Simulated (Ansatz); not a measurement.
Consider the atomization: `N[Si](N)(N)Br` → Br• + 6 H• + 3 N• + Si•.

Calculated with Ansatz (gas phase, PBE0-D4/def2-TZVP geometries, no zero-point term in ΔE). CCSD(T)/CBS is the MP2 limit (def2-TZVPP, def2-QZVPP) plus CCSD(T) − MP2 in def2-TZVPP, frozen cores. This one scheme is used for every species, atoms too. For atomizations the MP2-based limit and the directly extrapolated one differ by several kJ/mol either way, and by 10 to 25 for some Ge, Se and Sn compounds, so smaller differences from it don't rank the levels. DFT in def2-TZVPP. HSE06 is defined as in plane-wave codes. No spin–orbit coupling; open shells (•) take unrestricted orbitals. Spin–orbit coupling would lower the free atoms: a little for Si; clearly for Br. For Br outer-core shells are correlated without core-valence functions, so the limit isn't a true one: a few kJ/mol of doubt a bond, and 10 to 20 or more in all where bonds break to atoms. Scalar relativity is left out up to krypton. Each species was taken in one conformer, which may not be the lowest.

What is ΔE at CCSD(T)/CBS? (Best estimate.)

Ansatz gave: +40.24 eV.

What do these levels give: r2SCAN-D4, B97M-V, PBE0-D4, r2SCANh-D4, HSE06-D4, CAM-B3LYP-D4, ωB97M-V, PBE-QIDH, MP2/def2-SVP, HF/def2-TZVPP, MP2/def2-TZVPP, HF/CBS(def2)? (Best estimate.)

Ansatz gave: r2SCAN-D4 39.86, B97M-V 40.02, PBE0-D4 39.94, r2SCANh-D4 39.58, HSE06-D4 39.97, CAM-B3LYP-D4 40.38, ωB97M-V 40.33, PBE-QIDH 39.50, MP2/def2-SVP 36.70, HF/def2-TZVPP 27.05, MP2/def2-TZVPP 39.34, HF/CBS(def2) 27.18 eV.

Largest T1 diagnostic among the species: 0.012.

From BLYP to BHLYP (50 % exact exchange), in def2-TZVPP and without D4, ΔE moves by −1.07 eV: exact exchange takes away binding that semilocal exchange gives to molecules. In def2-TZVPP, CCSD(T) changes the Hartree–Fock value by +11.62 eV (the triples alone add +0.65 eV) and MP2 by +12.29 eV; breaking electron pairs costs correlation energy, which Hartree–Fock lacks. At CCSD(T), def2-SVP lies −4.04 eV from the extrapolated value and def2-TZVPP −1.57 eV: correlation converges slowly with the basis, and small sets miss more of it in the bonded molecule than in its fragments.
